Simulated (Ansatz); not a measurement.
Input file for Ansatz (a quantum-chemistry and plane-wave program): U-wB97X-V/def2-TZVPP on Cl2Si (SMILES Cl[Si]Cl), 2S+1 = 3, a spin state set in the input, which need not be the lowest, at the other state's geometry.

Ansatz 0.2 input:
```yaml
crystal:
  periodic: [false, false, false]
  atoms:
    - {symbol: Cl, position_ang: [-1.62303425, -0.38688494, 0.00000000]}
    - {symbol: Si, position_ang: [-0.00068006, 0.93671557, 0.00000000]}
    - {symbol: Cl, position_ang: [1.62359429, -0.38452788, 0.00000000]}
basis:
  gaussian:
    orbitals: def2-TZVPP
hamiltonian:
  xc: {name: wB97X-V}
magnetization: {spin_polarized: true, initial_magnetization: 2}
```

Task: Give the final energy of this run.

Result: -1209.7159 hartree.

Task: How many basis functions does it have, and what does it roughly cost on one machine?

Result: 126 functions; around 8 core-seconds (rough).
